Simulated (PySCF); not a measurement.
Coordinates in bohr (charge 1 multiplicity 1):
```
Sb    0.0000    0.0000    0.0000
H    -1.8161   -1.8161   -1.8161
H     1.8161    1.8161   -1.8161
H    -1.8161    1.8161    1.8161
H     1.8161   -1.8161    1.8161
```

Computed with PBE0 in PySCF with Sb def2-TZVP with ECP28, H def2-TZVP; scalar-relativistic core potentials, no spin–orbit coupling; density-fitted integrals.

This geometry of [SbH4]+ is a stationary point at this level.

Question: What is the point group?

Answer: Td.

Question: Is it a minimum?

Answer: Yes: all harmonic wavenumbers are real.

Question: List the harmonic modes with their infrared intensities.

Answer: 
```json
{"symmetry": "t2", "ω (cm⁻¹)": "724", "IR (km/mol, summed over degenerate members)": "75.5", "type": "bend"}
{"symmetry": "e", "ω (cm⁻¹)": "830", "IR (km/mol, summed over degenerate members)": "0.0", "type": "bend"}
{"symmetry": "a1", "ω (cm⁻¹)": "2122", "IR (km/mol, summed over degenerate members)": "0.0", "type": "stretch"}
{"symmetry": "t2", "ω (cm⁻¹)": "2160", "IR (km/mol, summed over degenerate members)": "4.2", "type": "stretch"}
```

Question: Give the atomic charges and bond orders.

Answer: 
| atom | Mulliken | Löwdin | polar tensor | Mayer order to Sb1 |
| --- | --- | --- | --- | --- |
| Sb1 | 0.41 | 0.80 | 1.19 | – |
| H2,3,4,5 | 0.15 | 0.05 | -0.05 | 0.92 |

In Td the vibrations span 2t2 + e + a1. The a1, e modes carry no infrared intensity, as symmetry demands.

Only a few start shapes were tried, so a lower isomer may exist.
